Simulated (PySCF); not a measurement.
C2H6GeO2, SMILES [O]([GeH3])C(C)=O. Atoms are numbered in the order given.

```xyz
11

Ge    -0.0335     1.3008     0.0000
O     -0.7507    -0.4016     0.0000
C      0.1510    -1.3893     0.0000
C     -0.4803    -2.7586     0.0000
O      1.3443    -1.1747     0.0000
H      0.7837     1.4970    -1.2832
H     -1.3165     2.1467     0.0000
H      0.7837     1.4970     1.2832
H      0.2981    -3.5305     0.0000
H     -1.1254    -2.8682    -0.8852
H     -1.1254    -2.8682     0.8852
```
Charge 0, spin multiplicity 1.

The structure is a stationary point at B3LYP-D3(BJ)/def2-SVP.

The numbers are results of M06-2X/def2-TZVP in PySCF, not measurements.

Symmetry labels are those of the subgroup Cs that the program uses (full group Cs).

Computed valence orbital energies around the gap with their symmetry:
```json
[
 {"orbital": "HOMO−7", "symmetry": "A'", "energy (eV)": "-14.80"},
 {"orbital": "HOMO−6", "symmetry": "A'", "energy (eV)": "-12.99"},
 {"orbital": "HOMO−5", "symmetry": "A\"", "energy (eV)": "-12.66"},
 {"orbital": "HOMO−4", "symmetry": "A'", "energy (eV)": "-11.53"},
 {"orbital": "HOMO−3", "symmetry": "A\"", "energy (eV)": "-11.30"},
 {"orbital": "HOMO−2", "symmetry": "A'", "energy (eV)": "-10.95"},
 {"orbital": "HOMO−1", "symmetry": "A\"", "energy (eV)": "-10.43"},
 {"orbital": "HOMO", "symmetry": "A'", "energy (eV)": "-9.71"},
 {"orbital": "LUMO", "symmetry": "A'", "energy (eV)": "0.92"},
 {"orbital": "LUMO+1", "symmetry": "A\"", "energy (eV)": "1.29"},
 {"orbital": "LUMO+2", "symmetry": "A'", "energy (eV)": "1.98"},
 {"orbital": "LUMO+3", "symmetry": "A'", "energy (eV)": "2.30"}
]
```
